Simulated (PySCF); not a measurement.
GaH₄N, SMILES [GaH2][NH2]. Atoms are numbered in the order given.

```xyz
6

Ga     0.0000     0.0000    -0.3844
H      0.0000    -1.3971    -1.0821
H      0.0000     1.3971    -1.0821
N      0.0000     0.0000     1.4393
H      0.0000    -0.8342     2.0030
H      0.0000     0.8342     2.0030
```
Charge 0, spin multiplicity 1.

Geometry: B3LYP-D3(BJ)/def2-TZVP.

Computed with PySCF with HF/def2-TZVPD.

ESP charges are fitted to the potential on shells at 1.4 to 2.0 van der Waals radii. Atomic charges (e):

```tsv
atom	ESP fit	IAO
Ga1	0.90	___
H2	-0.26	___
H3	-0.26	___
N4	-1.14	___
H5	0.38	___
H6	0.38	___
```

**Question.** Fill in the missing entries. (Estimate from the structure and the level; the computed values follow.)

**Answer.** 
- Ga1, IAO: 0.76
- H2, IAO: -0.20
- H3, IAO: -0.20
- N4, IAO: -0.88
- H5, IAO: 0.26
- H6, IAO: 0.26
